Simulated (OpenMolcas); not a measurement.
Rh4+: moving the ligands

Rh4+ with 6 ligands (fluoride) in octahedral coordination (Oh) at 1.91 Å. A charge of +0.333 e stands 2.6 Å behind each ligand. Ligand basis ANO-RCC-VDZP.

```json
{"Program": "OpenMolcas 26.06", "Method": "SS-CASPT2, IPEA 0.25 Eh, imaginary shift 0.1 Eh (closed shells correlated: 4s 4p and the ligand valence shells)", "Basis": "ANO-RCC-VDZP [6s5p3d1f]", "Scalar Hamiltonian": "DKH2, point nucleus", "Active space": "5 electrons in 5 orbitals (4d)", "State averaging": "2S+1 = 6 even, 1 root; 2S+1 = 4 even, 24 roots; 2S+1 = 2 even, 75 roots", "Spin-orbit coupling": "state interaction with AMFI integrals over the reference wave functions"}
```

Runs around this geometry, states (labels of O, the rotations of Oh). Energies in cm-1 above the lowest state or level, χT in cm3 K/mol; under a threefold ground state the first gap can be a small split of the lowest multiplet, not the spin-orbit step; 10Dq and B are least-squares fits to the states below 45000 cm-1, weighted by degeneracy, with a free offset, and given where the rms deviation is under 5 % of |10Dq| (or 100 cm-1) and under 700 cm-1.

| R (Å) | Ground state | First state of that spin | 10Dq | B (rms of fit) | First gap with spin-orbit (degeneracies) | χT at 300 K | First state of another spin |
| --- | --- | --- | --- | --- | --- | --- | --- |
| 1.84 | 2T2 | 27790 | 31447 | 559 (423) | 2320 (2, 4) | 0.519 | 2S+1 = 4: 22440 |
| 1.91 | 2T2 | 23710 | 27800 | 548 (490) | 2360 (2, 4) | 0.534 | 2S+1 = 4: 18510 |
| 1.96 | 2T2 | 21320 | 25579 | 537 (578) | 2390 (2, 4) | 0.545 | 2S+1 = 4: 16330 |

Taking |10Dq| as R^-n, n = -ln(25579 / 31447) / ln(1.96 / 1.84) = 3.3 between the shortest and longest distance. The point-charge formula for a cubic d site gives n = 5.

Roots that are degenerate in the reference are averaged as groups; the widest CASPT2 spread within a group is 820 cm-1 (the 3-fold group of multiplicity 2 near 28500 cm-1 above the lowest state of its run, R = 1.84). Shifts and gaps below about the spread of the groups concerned are not significant. Over all roots computed the reference weight is 0.67 to 0.70 in R = 1.84, 0.66 to 0.69 in R = 1.91, 0.65 to 0.69 in R = 1.96; a low but even weight reflects the number of correlated electrons. An orbital triplet at a regular site is open to Jahn-Teller coupling, which can distort the site and quench the lowest spin-orbit gaps and is left out. The least metal-like active orbital is 71 % on the metal (Löwdin) and no ligand orbital is active, so the numbers are rough. Ligand-to-metal charge-transfer states are missing. With no ligand orbital active B as a rule stays too high, so bands that hang on it stand too high and its fall with covalency is understated. With one d shell and no ligand orbital active, 10Dq can be off by a tenth or more. No measured value stands beside these numbers; the geometry is a model, was not optimised and need not be the one that this ion takes.

A state without a sure symmetry label is named by its multiplicity alone.
